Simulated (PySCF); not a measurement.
Species: C3H7ClOSi2.
Structure used (GFN2-xTB), in Å, numbered top down from 1:
```xyz
14
C3H7ClOSi2 angstrom
C      1.9793    1.3131    1.6750
C      1.8614    0.3454    0.9710
Si     1.6394   -1.1093   -0.1539
O      0.0390   -1.3386   -0.4073
Si    -1.4821   -0.8785   -0.6661
C     -1.6760    0.9622   -0.1911
Cl    -0.6551    1.9640   -1.2561
H      2.0869    2.1598    2.2913
H      2.0597   -2.3476    0.4988
H      2.2508   -0.8329   -1.4522
H     -1.7617   -1.0462   -2.0875
H     -2.3031   -1.6828    0.2355
H     -1.3457    1.1646    0.8256
H     -2.6935    1.3261   -0.3054
```

Theory: PBE0/def2-SVPD in PySCF (dipole) on a GFN2-xTB geometry, gas phase.

Masses are those of the commonest isotopes; rigid-rotor values at the optimised geometry. The values belong to one conformer with, in the numbering `[CH:1]#[C:2][SiH2:3][O:4][SiH2:5][CH2:6][Cl:7]`, C2–Si3–O4–Si5 39°, Si3–O4–Si5–C6 -18°, O4–Si5–C6–Cl7 64°.

(1) What are A, B and C (MHz)?

(2) What kind of rotor is it?

(3) What does the inertial defect say?

(4) List the rotational levels J(Ka,Kc) to J = 4 (K).

(5) Which lines would a microwave search look for?

## Answers

(1) Ia = 306.59, Ib = 439.07, Ic = 632.57 u·Å²; 505379 MHz·u·Å²/I gives A = 1648, B = 1151, C = 798.9 MHz.

(2) An asymmetric top: κ = (2 × 1151 − 1648 − 798.9)/(1648 − 798.9) = -0.17.

(3) Not planar: Δ = Ic − Ia − Ib = -113.10 u·Å². For a rigid frame Δ = −2 Σ m c², so Σ m c² = 56.55 u·Å² lies off the ab plane: 12.82 from hydrogen and 43.73 from heavier atoms. The atom farthest from that plane is 1.99 Å away.

(4) Above 0(0,0), as E/k:
J = 1: 1(0,1) 0.094, 1(1,1) 0.117, 1(1,0) 0.134
J = 2: 2(0,2) 0.274, 2(1,2) 0.288, 2(1,1) 0.338, 2(2,1) 0.410, 2(2,0) 0.416
J = 3: 3(0,3) 0.534, 3(1,3) 0.540, 3(1,2) 0.639, 3(2,2) 0.691, 3(2,1) 0.718, 3(3,1) 0.856, 3(3,0) 0.857
J = 4: 4(0,4) 0.869, 4(1,4) 0.871, 4(1,3) 1.030, 4(2,3) 1.060, 4(2,2) 1.126, 4(3,2) 1.239, 4(3,1) 1.250, 4(4,1) 1.458, 4(4,0) 1.458
The levels of one J sum to (2J + 1)J(J + 1)(A + B + C)/3.

(5) The dipole components are |μa| = 0.01 D, |μb| = 0.12 D, |μc| = 1.46 D. Intensities carry the squares of the components, which stand as 0.00 : 0.01 : 1.00 (a : b : c). Some lines, for components of 0.1 D or more:

```csv
type,branch,"J(Ka,Kc)",MHz,lower level (cm⁻¹)
b,Q,"1(1,0) ← 1(0,1)",849,0.065
b,Q,"2(1,1) ← 2(0,2)",1333,0.191
c,Q,"2(2,1) ← 2(1,1)",1492,0.235
b,Q,"2(2,0) ← 2(1,1)",1624,0.235
b,R,"1(1,1) ← 0(0,0)",2447,0.000
c,R,"1(1,0) ← 0(0,0)",2799,0.000
c,Q,"3(3,1) ← 3(2,1)",2869,0.499
b,Q,"3(3,0) ← 3(2,1)",2902,0.499
b,Q,"3(2,2) ← 3(1,3)",3148,0.375
b,R,"2(0,2) ← 1(1,1)",3271,0.082
b,Q,"3(3,1) ← 3(2,2)",3438,0.480
c,R,"2(1,1) ← 1(0,1)",5101,0.065
b,R,"3(0,3) ← 2(1,2)",5135,0.200
b,R,"3(1,3) ← 2(0,2)",5527,0.191
b,R,"2(2,1) ← 1(1,0)",5744,0.093
c,R,"2(2,0) ← 1(1,0)",5876,0.093
c,R,"2(2,1) ← 1(1,1)",6096,0.082
b,R,"2(2,0) ← 1(1,1)",6228,0.082
b,R,"3(2,2) ← 2(1,1)",7342,0.235
c,R,"3(1,2) ← 2(0,2)",7606,0.191
c,R,"3(2,2) ← 2(1,2)",8398,0.200
b,R,"3(2,1) ← 2(1,2)",8968,0.200
b,R,"3(3,1) ← 2(2,0)",9157,0.289
b,R,"3(3,0) ← 2(2,1)",9322,0.285
```

No GFN2-xTB frequencies stand behind this structure, so it isn't proved a minimum. Constants of a rigid frame at the computed geometry: no zero-point averaging, no centrifugal distortion. Quadrupole hyperfine structure (35Cl) is left out.
